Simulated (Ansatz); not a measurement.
Job for Ansatz (an electronic-structure program): R-CCSD(T)/cc-pV(D+d)Z on HCl (SMILES Cl). The basis file is the Basis Set Exchange's JSON of that set.

Ansatz 0.2 input:
```yaml
crystal:
  periodic: [false, false, false]
  atoms:
    - {symbol: Cl, position_ang: [0.00000000, -0.00000000, 0.64477451]}
    - {symbol: H, position_ang: [-0.00000000, 0.00000000, -0.64477451]}
basis:
  gaussian:
    orbitals: cc-pV_D+d_Z.json
magnetization: {spin_polarized: false}
correlation: {method: ccsd_t, electrons: outside_noble_gas}
scf: {lower_state_search: off}
```

Problem. Give the final energy of this run.

Solution. -460.2614 hartree (reference determinant -460.0914, T1 diagnostic 0.005).
